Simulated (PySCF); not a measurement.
Geometries of 2 isomers of C3H6BFSe, from PBE0-D3(BJ)/def2-SVP geometry optimisation, gas phase in PySCF. One conformer each, no zero-point energy, no frequencies.

**Question.** Which isomer lies lower at this level?
A.
```xyz
12
angstrom
B      1.143   -0.831   -0.835
C      0.160   -0.240    0.220
C     -1.362   -0.434    0.078
Se    -1.723    1.396    0.720
C      0.229    1.266    0.502
F      0.706    1.982   -0.559
H      0.830   -1.813   -1.469
H      2.254   -0.374   -0.956
H      0.517   -0.778    1.128
H     -1.801   -1.209    0.719
H     -1.709   -0.575   -0.955
H      0.795    1.576    1.393
```
B.
```xyz
12
angstrom
F      1.484    1.559    0.282
B      1.625    0.393   -0.367
C      0.639   -0.771   -0.078
C     -0.582   -0.469    0.793
C     -1.336    0.484   -0.141
Se    -0.313   -0.101   -1.737
H      2.578    0.253   -1.102
H      0.987   -1.807   -0.161
H     -0.329   -0.033    1.773
H     -1.175   -1.379    0.968
H     -1.144    1.549    0.048
H     -2.413    0.307   -0.248
```

**Answer.** B. That is `FB[C@H]1CC[Se]1`, 60.1 kcal/mol below the other.

```tsv
SMILES	atoms numbered as above	E (Eh)	relative (kcal/mol)	relative (kJ/mol)	dipole (D)
FB[C@H]1CC[Se]1	[F:1][BH:2][C@H:3]1[CH2:4][CH2:5][Se:6]1	-2643.19332	0.0	0.0	2.32
B[C@@H]1C[Se][C@@H]1F	[BH2:1][C@@H:2]1[CH2:3][Se:4][C@@H:5]1[F:6]	-2643.09761	60.1	251.3	2.18
```

As drawn, the lower has a B–F bond, which the higher lacks.
